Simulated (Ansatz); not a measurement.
Input for Ansatz (a program for electronic structure): U-CCSD(T)/def2-TZVPP on ZrC, 2S+1 = 3, a spin state set in the input, which need not be the lowest, a point of a bond scan (R = 1.779 Å). Elements past Kr take the def2 small-core potentials; no spin–orbit coupling.

Ansatz 0.2 input:
```yaml
crystal:
  periodic: [false, false, false]
  atoms:
    - {symbol: Zr, position_ang: [0.00000000, 0.00000000, 0.00000000]}
    - {symbol: C, position_ang: [0.00000000, 0.00000000, 1.77889800]}
basis:
  gaussian:
    orbitals: def2-TZVPP
magnetization: {spin_polarized: true, initial_magnetization: 2}
correlation: {method: ccsd_t, electrons: valence}
output: {orbitals: {seedname: ./end}}
```

Q: Predict the final total energy.

A: -84.6809 hartree (reference determinant -84.1946, T1 diagnostic 0.047). Its determinant has ⟨S²⟩ = 2.16, a mixture of spin states.

Q: How many basis functions does it have, and what does it roughly cost on one machine?

A: 87 functions; very roughly 90 core-seconds.
